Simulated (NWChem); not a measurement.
System: CuI; SMILES [Cu][I]

All runs: NWChem. All runs use the structure optimised with PBE0/def2-SVP. def2 effective core potentials on I; no spin-orbit coupling.

Problem. Taking PBE/def2-QZVP as the yardstick, which of these has the fewest basis functions while keeping “dipole (D)” within 0.1 D of it: PBE/def2-TZVP; PBE/def2-SVP; PBE/def2-SVPD; PBE/def2-TZVPD; PBE/def2-TZVPP?

Solution. PBE/def2-TZVP.
| level | basis functions | dipole (D) |
|---|---|---|
| PBE/def2-SVP | 57 | 4.29 |
| PBE/def2-SVPD | 69 | 4.39 |
| PBE/def2-TZVP | 95 | 3.84 |
| PBE/def2-TZVPD | 107 | 3.81 |
| PBE/def2-TZVPP | 114 | 3.79 |
| PBE/def2-QZVP | 166 | 3.81 |

The yardstick is one finite set, not the basis-set limit.
